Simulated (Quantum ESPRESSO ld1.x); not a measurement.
The nuclear charge of neutral iodine is varied continuously with 53 electrons held in [Kr] 4d10 5s2 5p5. All-electron calculation, scalar-relativistic Kohn-Sham, PW91, spin-unpolarised, spherical densities, point nucleus. Program: ld1.x of Quantum ESPRESSO 7.5. By the Hellmann-Feynman theorem dE/dZ = E(electron-nucleus)/Z, the electronic potential at the nucleus. The scalar-relativistic energy here is not variational (the density holds large components alone), so the two differ by a part that grows with Z.

Z,E (hartree),E(electron-nucleus)/Z (hartree),HOMO,e(HOMO) (eV),<r> HOMO (bohr)
52.1,-6827.339,-317.229,5p,-0.209,2.912
52.2,-6859.221,-318.085,5p,-0.853,2.845
52.3,-6891.190,-318.940,5p,-1.535,2.785
52.4,-6923.245,-319.795,5p,-2.251,2.731
52.5,-6955.387,-320.649,5p,-2.998,2.680
52.6,-6987.614,-321.503,5p,-3.773,2.634
52.7,-7019.928,-322.357,5p,-4.575,2.590
52.8,-7052.329,-323.211,5p,-5.404,2.549
52.9,-7084.815,-324.064,5p,-6.257,2.510
53,-7117.388,-324.918,5p,-7.134,2.474
53.1,-7150.047,-325.771,5p,-8.034,2.439
53.2,-7182.792,-326.625,5p,-8.956,2.406
53.3,-7215.623,-327.478,5p,-9.899,2.375
53.4,-7248.540,-328.332,5p,-10.864,2.345
53.5,-7281.544,-329.185,5p,-11.849,2.316
53.6,-7314.634,-330.039,5p,-12.854,2.288
53.7,-7347.810,-330.893,5p,-13.879,2.262
53.8,-7381.073,-331.747,5p,-14.922,2.236
53.9,-7414.422,-332.601,5p,-15.985,2.211
54,-7447.857,-333.455,5p,-17.066,2.187

The central difference of E at Z = 53 is -326.157 hartree, to compare with the third column; the second derivative is -8.62 hartree. No converged solution with all levels bound was reached at Z = 52.
